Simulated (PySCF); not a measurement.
La³²⁺ (lanthanum, charge +32) across methods

[Ar] 3d7, high-spin 4F determinant. Computed with PySCF 2.14 in an uncontracted even-tempered set (18 s from 4.7 bohr⁻², ratio 2.5; 13 p from 6.1 bohr⁻², ratio 2.5; 8 d from 6.1 bohr⁻², ratio 2.5; 4 f from 27 bohr⁻², ratio 2.7; 3 g from 40 bohr⁻², ratio 2.7), with the spin-free X2C one-electron Hamiltonian (Gaussian nucleus).

| method | E (hartree) | mean ε 3p β (eV) | mean ε 3d α (eV) | mean ε 3d β (eV) | Σ⟨r²⟩ (bohr²) | ⟨S²⟩ |
| --- | --- | --- | --- | --- | --- | --- |
| r2SCAN | -7847.84 | -2303.2 | -2043.8 | -2032.4 | 1.250 | 3.750 |
| BHandHLYP | -7847.87 | -2323.9 | -2065.3 | -2052.4 | 1.250 | 3.750 |
| B97-3 | -7847.35 | -2312.5 | -2053.6 | -2041.3 | 1.250 | 3.750 |
| PBE | -7847.29 | -2298.0 | -2039.1 | -2028.1 | 1.251 | 3.750 |
| LDA | -7840.15 | -2297.3 | -2038.8 | -2026.6 | 1.252 | 3.750 |
| PBE0 | -7847.37 | -2311.2 | -2052.4 | -2040.3 | 1.251 | 3.750 |
| UHF | -7846.28470 | -2348.3 | -2090.1 | -2075.0 | 1.250 | 3.750 |

Spin-orbit coupling is strong in this species (close to jj coupling), so the high-spin LS determinant is a model state, not a physical level.
